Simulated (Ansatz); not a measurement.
**CH6B2Si: where a starting geometry ends**

The starting geometry of this gas-phase singlet was optimised with GFN2-xTB; its bonds are those of `BC=B[SiH3]`.

```xyz
10

C     0.8566    1.0774    1.5518
B     1.8812    2.2050    1.7260
B     0.0606    1.5582    0.5203
Si   -0.8983    2.4522   -0.9011
H     2.7034    2.0921    2.5525
H     1.8743    3.1785    1.0680
H     0.9088    0.2063    2.1778
H    -0.1512    2.5387   -2.1687
H    -2.1619    1.7695   -1.2347
H    -1.2720    3.8385   -0.5704
```

Problem. Predict what becomes of its bonds when it is optimised with PBE0-D3(BJ)/pcseg-1.

Solution. New bonds form, giving a structure with H6 bridging B2 and B3, given below by its coordinates. Distances that change by over a tenth: B2–H6 (1.18 → 1.35 Å). Contacts that close: B2–B3 (2.28 → 1.72 Å), B3–H6 (2.49 → 1.32 Å).

The energy falls by 0.89 eV over 21 steps:

```
step  E − E(last) (eV)
   1             0.894
   3             0.638
   5             0.352
   8             0.018
  10             0.005
  12             0.001
  14             0.000
  17             0.000
  19             0.000
  21             0.000
```

Final geometry (Å):

```yaml
atoms:
  - { symbol: C, position_ang: [0.7962, 0.9754, 1.6578] }
  - { symbol: B, position_ang: [1.8028, 1.9876, 1.7505] }
  - { symbol: B, position_ang: [0.4778, 1.9606, 0.6526] }
  - { symbol: Si, position_ang: [-0.7484, 2.5404, -0.8159] }
  - { symbol: H, position_ang: [2.7872, 2.4538, 2.2326] }
  - { symbol: H, position_ang: [1.4366, 2.8612, 0.7886] }
  - { symbol: H, position_ang: [0.4469, 0.0379, 2.0641] }
  - { symbol: H, position_ang: [0.0017, 2.6734, -2.1027] }
  - { symbol: H, position_ang: [-1.8505, 1.5526, -1.0048] }
  - { symbol: H, position_ang: [-1.3488, 3.8734, -0.5014] }
```

Frequencies at the end are all real (lowest 54 cm⁻¹). Run with Ansatz 0.2.0, 2.6 min on 1 thread of AMD EPYC (Zen 3) (shared host).
